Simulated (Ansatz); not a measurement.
C2H10OSi3, SMILES O[C@@H]1C[Si@@H]([SiH2]1)[SiH3].

Coordinates come from a PBE-D3(BJ)/def2-SVP optimisation. The structure was generated by enumeration; whether it is a known compound was not checked. The values are those of a single conformer.

Two levels are set side by side: PBE/def2-SVPD (Ansatz, a program for electronic structure) and PBE0/def2-SVPD (Ansatz). Energy differences of separate SCF runs at the same geometry; the states with an electron removed or added have multiplicity 2 and 2. Differences are taken from unrounded values.

```json
[
 {"quantity": "vertical ionisation energy (eV)", "PBE0": "8.94"},
 {"quantity": "vertical singlet–triplet gap (eV)", "PBE0": "4.92"}
]
```

Problem. What does PBE give, and how far is it from PBE0? (Estimate from the structure and the level; the computed values follow.)

Solution. 
| quantity | PBE | PBE minus PBE0 |
|---|---|---|
| vertical ionisation energy (eV) | 8.63 | -0.31 |
| vertical singlet–triplet gap (eV) | 4.63 | -0.30 |
